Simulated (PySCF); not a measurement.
Relative stability

The two ends of one reaction step of SiH2OF2, singlet (PBE0-D4/def2-TZVP).

A:

Si1  (-0.242, -0.042, -0.392)
O2  (0.924, -0.664, 0.535)
H3  (0.238, 0.004, -1.773)
F4  (-1.567, -0.906, -0.303)
F5  (-0.648, 1.409, 0.093)
H6  (0.793, -0.781, 1.477)
(Å)

B:

```tsv
atom	x (Å)	y (Å)	z (Å)
Si1	-0.7796	1.2601	-0.2593
O2	0.9817	-0.0089	-0.2533
H3	0.6342	-0.9044	-0.3595
F4	-1.6199	-0.1403	-0.2403
F5	-0.4971	1.4170	1.3418
H6	1.3089	0.0480	0.6546
```

Program: PySCF 2.14 with density fitting (its default auxiliary sets; JK sets also for MP2 and CCSD(T)). Basis: def2-TZVPP. Cores are frozen in the correlated methods. B3LYP uses VWN-RPA correlation.

Which structure is lower at CCSD(T), and by how much? (Judge from chemistry; the value comes from the calculation.)

Computed: A, by 2.329 eV (electronic energy, against the other). By their contacts, A is SiH₂OF₂ ([OH][SiH]([F])[F]) and B is a complex of SiF₂ + H₂O.

All methods give the same order:

```
   method  E(B) − E(A) (eV)
    SPW92             2.052
   PBE-D4             2.009
r2SCAN-D4             2.379
  PBE0-D4             2.230
 B3LYP-D4             2.193
 BHLYP-D4             2.422
  wB97M-V             2.123
       HF             2.676
      MP2             2.448
     CCSD             2.376
  CCSD(T)             2.329
```

No T1 diagnostic of these runs exceeds 0.013.

Labels in which every atom is bracketed show which atoms are joined, not bond orders.

For scale, one of the runs: CCSD(T)/def2-TZVPP, 163 basis functions, launched by `OMP_NUM_THREADS=4 python run.py`. Hardware: 4 CPU threads of an Arm Neoverse V2, shared host. Wall time 2.7 min; peak host memory 1.6 GiB.
